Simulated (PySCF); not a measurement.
## Frontier orbitals and the lowest excitations

(FGaNH)3 ring, F₃Ga₃H₃N₃.
Z-matrix (Å and degrees, PBE0-D3(BJ)/def2-SVP geometry), rows numbered from 1:
```
Ga
F   1  1.7511
N   1  1.8186  2  120.61
Ga  3  1.8185  1  121.77  2  -179.61
F   4  1.7505  3  120.56  1  -179.23
N   4  1.8186  3  118.26  1     0.74
Ga  6  1.8185  4  121.57  3    -1.68
F   7  1.7508  6  120.64  4  -178.62
N   7  1.8188  6  118.56  4     1.46
H   3  1.0150  1  119.16  2     0.52
H   6  1.0149  4  119.29  3  -179.68
H   9  1.0149  1  119.33  2    -0.72
```

Method: TDDFT CAM-B3LYP/def2-SVPD, vertical, gas phase, core orbitals frozen in the response in PySCF. Relativistic effects, spin–orbit coupling among them, are left out although an element past zinc is present.

Kohn–Sham orbitals with the atoms that hold most of them (Löwdin shares over 4%, at most four atoms; ? is withheld):

```
orbital  ε (eV)                             atoms
 HOMO-3  -11.38    N3 17%, N9 16%, N6 16%, F2 10%
 HOMO-2  -10.75    N6 20%, N9 20%, N3 20%, Ga7 8%
 HOMO-1   -9.65    N6 38%, N9 35%, Ga7 8%, Ga4 5%
   HOMO   -9.64    N3 49%, N9 14%, N6 11%, Ga1 7%
   LUMO   -1.09                                 ?
 LUMO+1    0.29   Ga4 33%, Ga1 31%, Ga7 5%, F5 5%
 LUMO+2    0.30  Ga7 41%, Ga1 15%, Ga4 13%, F8 6%
```

**Question.** Give the leading atoms of the LUMO.

**Answer.** Ga7 (bonded to F and 2 N) 24%; Ga4 (bonded to F and 2 N) 23%; Ga1 (bonded to F and 2 N) 23%; N9 (bonded to 2 Ga and H) 5%. By element: gallium 70%, nitrogen 5% or more.

**Question.** How does S1 compare with the orbital gap of 8.55 eV?

**Answer.** S1 is at 5.38 eV (f = 0.0000), 3.17 eV below the gap, made of HOMO-1/HOMO→LUMO (≥90%). S1/S2 lie within about 0.01 eV of each other. Without the coupling terms of the response equations the lowest excitation would equal the gap.

Next come S2 at 5.38 eV (f 0.0000), HOMO-1/HOMO→LUMO (≥90%); S3 at 6.39 eV (f 0.162), HOMO-2→LUMO (67%), HOMO-1/HOMO→LUMO+1/LUMO+2 (≥27%); S4 at 6.75 eV (f 0.0000), HOMO-1/HOMO→LUMO+3 (≥48%), HOMO-1/HOMO→LUMO+4 (≥46%); S5 at 6.88 eV (f 0.0000), HOMO-1/HOMO→LUMO+1/LUMO+2 (≥82%).

Orbitals of the list HOMO-3 to LUMO+2 that lie within 0.01 eV of each other are written together with a slash and their weights summed (≥ marks a lower bound); for degenerate orbitals outside that list single weights are arbitrary.

Löwdin shares depend on the basis, the more so with diffuse functions.

Time: 15 min wall (grids of density and orbitals included); peak memory 1.7 GiB. Hardware: one thread, AMD EPYC (x86_64), no GPU, shared host.

One conformer stands for the species.
